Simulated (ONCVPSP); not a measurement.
# Sc (Z = 21), ONCV: configuration errors across variants

```
Element                 : Sc (Z = 21)
Generator               : ONCVPSP 4.0.1
Type                    : optimised norm-conserving Vanderbilt (ONCV)
Functional              : Wu-Cohen
Relativity              : scalar-relativistic
Frozen core             : [Ne]
Valence charge          : 11
Reference configuration : 3s2 3p6 3d1 (charge +2)
Partial waves           : 3s: rc 1.35 bohr, ncon 4, nbas 7, qcut 9.7 1/bohr, 2 projectors, debl 3 Ha; 3p: rc 1.70 bohr, ncon 4, nbas 8, qcut 7.5 1/bohr, 2 projectors, debl 0.4 Ha; 3d: rc 2.25 bohr, ncon 4, nbas 9, qcut 6.1 1/bohr, 2 projectors, debl 2.5 Ha
Local potential         : polynomial inside 0.95 bohr (lpopt 5, dvloc0 6 Ha)
Core correction         : Teter function fitted to the true core (icmod 2), fcfact 0.15
```

In the p channel the program set the typed energies aside and used -1.797, 0.250 Ha.

All-electron excitation energies from the reference (eV): (1) 3s2 3p6 3d1 4s2 -19.491; (2) 3s2 3p6 3d1 4s1 -12.586; (3) 3s2 3p6 3d0 24.858; (4) 3s2 3p6 3d0 4s2 4p1 -15.986.

Errors AE − PS in meV (a dash: test not solved or not reliable):

```csv
change,(1),(2),(3),(4),bound ghosts,GHOST(+) flags above zero
base,+1.8,+0.3,+260,+198,none,none
"all radii but the core radius scaled by about 0.77 (s 1.04, p 1.32, d 1.74 bohr); local potential polynomial inside 0.74 bohr (lpopt 5, dvloc0 6 Ha)",+2.3,+1.0,+124,+93,none,s
"all radii but the core radius scaled by about 0.89 (s 1.20, p 1.50, d 2.00 bohr); local potential polynomial inside 0.84 bohr (lpopt 5, dvloc0 6 Ha)",+2.8,+1.0,+187,+143,none,none
"all radii but the core radius scaled by about 1.22 (s 1.64, p 2.06, d 2.74 bohr); local potential polynomial inside 1.16 bohr (lpopt 5, dvloc0 6 Ha)",-14,-7.6,+433,+294,none,none
"all radii but the core radius scaled by about 1.29 (s 1.74, p 2.18, d 2.90 bohr); local potential polynomial inside 1.22 bohr (lpopt 5, dvloc0 6 Ha)",-23,-12,+493,+321,none,none
```

(1) Give the same row for: all radii but the core radius scaled by about 1.10 (s 1.48, p 1.88, d 2.48 bohr); local potential polynomial inside 1.04 bohr (lpopt 5, dvloc0 6 Ha).

Results:

(1) -2.8, -2.2, +335, +245; bound ghosts: none; GHOST(+) flags above zero: none.
